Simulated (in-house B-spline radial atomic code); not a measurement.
# The bromine ion Br⁷⁺: [Ar] 3d9 6p1 (an excited or competing configuration)

Method: Dirac-Hartree-Fock, average of configuration, Fermi nucleus of rms radius 4.1629 fm. Calculated with a radial B-spline atomic code at the basis-set limit.

Z_r = [3n² - l(l+1)]/(2<r>); Z_e = n√(-2ε); the last column is Slater's effective charge. Values are occupation-weighted means over j. An effective charge above Z reflects the relativistic contraction of the inner shells.

```
shell  electrons   ε (eV)  <r> (bohr)    Z_r    Z_e  Slater
   1s          2   -13711     0.04273  35.10  31.75   34.70
   2s          2  -1970.5      0.1886  31.81  24.07   30.85
   2p          6  -1750.4      0.1652  30.26  22.68   30.85
   3s          2  -413.25      0.5422  24.90  16.53   23.75
   3p          6  -340.75      0.5515  22.66  15.01   23.75
   3d          9  -222.78      0.5554  18.90  12.14   14.20
   6p          1   -35.77       4.473  11.85   9.73    8.00
```

The least bound orbital is 6p3/2 at -35.7 eV, and it is also the most diffuse (<r> = 4.483 bohr).

Spin-orbit splittings of the orbital energies (j = l + 1/2 above j = l - 1/2 when positive): 2p 47.97 eV, 3p 7.454 eV, 3d 1.221 eV, 6p 0.2145 eV.

For the 1s electron the small component carries 1.61 % of the norm, the zero-frequency Breit interaction raises the level by 21.55 eV, self-energy by 11.38 eV, and vacuum polarisation lowers it by 1.161 eV.
